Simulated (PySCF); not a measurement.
Task: What does the PBE0-D3(BJ)/def2-SVP structure of `C=CSCBN` look like in three dimensions?

Result: 
```xyz
14
C3H8BNS angstrom
C      3.0331    1.0921    0.1055
C      2.0065    0.2396    0.1856
S      0.3227    0.7109    0.2637
C     -0.5175   -0.8885    0.3086
B     -2.0893   -0.7676    0.1788
N     -2.7315    0.4358   -0.0752
H      2.8909    2.1759    0.0770
H      4.0572    0.7145    0.0676
H      2.1796   -0.8424    0.2139
H     -0.1627   -1.5251   -0.5214
H     -0.2747   -1.4221    1.2437
H     -2.7606   -1.7706    0.2930
H     -2.2332    1.3099   -0.2016
H     -3.7350    0.5161   -0.1686
```

Any rigid rotation of these coordinates is as good. Atoms count from 1 in this order. S3 (sulfide sulfur) is bent (angle 102.1°). The C–S distances run from 1.750 Å (C2–S3, drawn single) to 1.807 Å (S3–C4, drawn single), a spread of 0.057 Å. Of the pairs four or more bonds apart, S3···H13 is among the closest relative to their van der Waals radii: 2.67 Å, 89 % of the sum of Bondi's values. B5 (three-coordinate boron) is planar (angles 122.8°, 118.6° and 118.6°, sum 360.0°, 0.01 Å off the plane of its three neighbours).

Bonds between heavy atoms (Å): C1=C2 1.337, C2–S3 1.750, S3–C4 1.807, C4–B5 1.582, B5–N6 1.387.

Computed, not measured: PySCF, PBE0-D3(BJ)/def2-SVP geometry optimisation, gas phase.

Point group: C1 (no symmetry element, even within 0.4 Å). No frequency check. The numbers are those of one conformer (C1–C2–S3–C4 179°, C2–S3–C4–B5 -172°, S3–C4–B5–N6 6°).

Time: 46 s wall; peak memory 0.52 GiB. Hardware: an Arm Neoverse V1 with one thread, no GPU (shared host). That covers the optimisation of the geometry.
